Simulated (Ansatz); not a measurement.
Input for Ansatz (a first-principles code): R-B3LYP/def2-TZVPP on AlH3S (SMILES [AlH2][SH]), a point of a torsion scan.

Ansatz 0.2 input:
```yaml
crystal:
  periodic: [false, false, false]
  atoms:
    - {symbol: Al, position_ang: [-0.62949196, -0.03400207, 0.04150384]}
    - {symbol: S, position_ang: [1.44246034, -0.55287489, 0.49152216]}
    - {symbol: H, position_ang: [-1.67305041, -1.12613808, -0.24069482]}
    - {symbol: H, position_ang: [-1.09622174, 1.43011841, 0.04502716]}
    - {symbol: H, position_ang: [1.80962389, -0.51773551, -0.78807108]}
basis:
  gaussian:
    orbitals: def2-TZVPP
hamiltonian:
  xc: {name: B3LYP}
scf: {lower_state_search: off}
```

Output:

```
WARN ansatz: RAYON_NUM_THREADS=1 ignored (pool sized by the plan → 1); use --threads N
Functional definition: B3LYP
these checks for a lower state are left out or cut short: stability, starts, cluster_reference, orbital_swaps, neighbouring_geometries, increment
integrals: 0.04 GiB planned
766 factors; their error is unknown
mean field: 0.38 GiB planned
mean field evaluation 1: about -17482.2527 eV, gradient 2.0e1 eV
mean field evaluation 2: about -17482.6502 eV, gradient 1.9e1 eV
mean field evaluation 4: about -17483.4116 eV, gradient 7.8e-1 eV
mean field evaluation 8: about -17483.4267 eV, gradient 1.1e-1 eV
mean field evaluation 16: about -17483.4267 eV, gradient 3.0e-6 eV
mean field -17483.42667653 eV, -642.5040796704 hartree, gradient 3.0e-6 eV, S^2 0.000000; 0 other end points of the search recorded, 0 dependent functions left out
reference -17483.42691108 eV, -642.5040882898 hartree; 16, 16 occupied and 110, 110 virtual orbitals, 766 factors
Total energy: -17483.42691108 eV, -642.5040882898 hartree
Checks for a lower state left out: stability, starts, cluster_reference, orbital_swaps, neighbouring_geometries, increment
```

Self-consistency was reached.

Cost: about 1.6 core-seconds (a rough figure).
